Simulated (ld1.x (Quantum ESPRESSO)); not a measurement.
## Transferability test, TM potential for bismuth

```json
{
 "Element": "bismuth (Bi)",
 "Generator": "ld1.x (Quantum ESPRESSO) 7.5",
 "Type": "norm-conserving Troullier–Martins (Kleinman–Bylander form)",
 "Functional": "LDA (PZ)",
 "Relativity": "fully relativistic",
 "Frozen core": "[Xe] 4f14 5d10",
 "Valence charge": "5",
 "Reference configuration": "6s2 6p3",
 "Partial waves": "6s (bound): rc 1.45 bohr; 6p (bound): rc 2.55 bohr",
 "Local potential": "all-electron potential smoothed inside 1.85 bohr (lloc = -1)",
 "Core correction": "none"
}
```

Open shells are filled in proportion to 2j + 1 (rel_dist='average').

Energies are relative to the spin-unpolarised reference configuration 6s2 6p3; without spin polarisation the order of configurations can differ from experiment. The frozen-core shift is the all-electron ΔE with the core orbitals held at their reference shape minus the fully relaxed ΔE.

(1) Give the all-electron excitation energy and the error of the potential for: 6s2 6p2; 6s2 6p1; 6s2 6p0; 6s0 6p5; 6s1 6p3; 6s1 6p0; 6s2 6p3.3.

Note: ghost states, extra bound levels that the all-electron valence spectrum of the same l lacks: s at -35.1 eV, d at -7.4 eV. A true bound ghost makes a file unfit for plane-wave use.

## Answers

(1)

```
valence configuration  charge  ΔE all-electron (eV)  error AE − PS (meV)  frozen-core shift (meV)
              6s2 6p2      +1                 8.305                 +9.6                      +12
              6s2 6p1      +2                24.051                  +44                      +86
              6s2 6p0      +3                47.985                  +94                     +304
              6s0 6p5       0                20.232                 +113                      +95
              6s1 6p3      +1                18.963                  +34                      +68
              6s1 6p0      +4                93.882                 +378                    +1038
            6s2 6p3.3    -0.3                -1.195                 +0.5                     +0.4
```
